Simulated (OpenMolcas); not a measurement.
**Rh5+: moving or changing the point charges**

Rh5+ among 4 point charges of -2.5 e arranged as a tetrahedron (Td), 1.85 Å from the ion.
```
   1.0681    1.0681    1.0681  -2.50
   1.0681   -1.0681   -1.0681  -2.50
  -1.0681    1.0681   -1.0681  -2.50
  -1.0681   -1.0681    1.0681  -2.50
```

```yaml
Program: OpenMolcas
Method: "SS-CASPT2, IPEA 0.25 Eh, imaginary shift 0.1 Eh (closed shells correlated: 4s 4p)"
Basis: ANO-RCC-VDZP [6s5p3d1f]
Scalar_Hamiltonian: DKH2, point nucleus
Active_space: 4 electrons in 5 orbitals (4d)
State_averaging: 2S+1 = 5 even, 5 roots; 2S+1 = 3 even, 45 roots; 2S+1 = 1 even, 50 roots
Spin-orbit_coupling: state interaction with AMFI integrals over the reference wave functions
```

Runs around this geometry, states (labels of Td). Energies in cm-1 above the lowest state or level, χT in cm3 K/mol; under a threefold ground state the first gap can be a small split of the lowest multiplet, not the spin-orbit step.

```csv
R (Å),q (e),Ground state,First state of that spin,First gap with spin-orbit (degeneracies),χT at 300 K,First state of another spin
1.85,-1.25,5T2,5E 2300,"640 (1, 3)",0.560,3T1 20140
1.67,-2.5,5T2,5E 6070,"510 (1, 3)",0.881,3T1 16900
1.85,-2.5,5T2,5E 3990,"580 (1, 3)",0.710,3T1 18870
1.99,-2.5,5T2,5E 2950,"620 (1, 3)",0.617,3T1 19620
```

Taking the first state of the same spin as R^-n, n = -ln(2950 / 6070) / ln(1.99 / 1.67) = 4.1 between the shortest and longest distance.

Scaling the charges by -1.25 / -2.5 = 0.50 scales the first state of the same spin by 2300 / 3990 = 0.58; with fixed orbitals a first-order splitting would follow the charge.

Roots that are degenerate in the reference are averaged as groups; the widest CASPT2 spread within a group is 360 cm-1 (the 3-fold group of multiplicity 3 near 51200 cm-1 above the lowest state of its run, R = 1.99, q = -2.5). Shifts and gaps below about the spread of the groups concerned are not significant. An orbital triplet at a regular site is open to Jahn-Teller coupling, which can distort the site and quench the lowest spin-orbit gaps and is left out. Point charges give a weaker field than real ligands, and real ions of this kind are as a rule low spin; the high spin found here belongs to the model. Free-ion shares, where given, are those of the reference states; single-state CASPT2 does not remix them. The ground term spreads over less than 5000 cm-1, several times less than with real ligands, so orbital moments are less quenched and χT lies further from the spin-only value than at real sites (holds for R = 1.85, q = -1.25; R = 1.85, q = -2.5; R = 1.99, q = -2.5). This is an electrostatic model: the charges have no orbitals. No measured value stands beside these numbers.
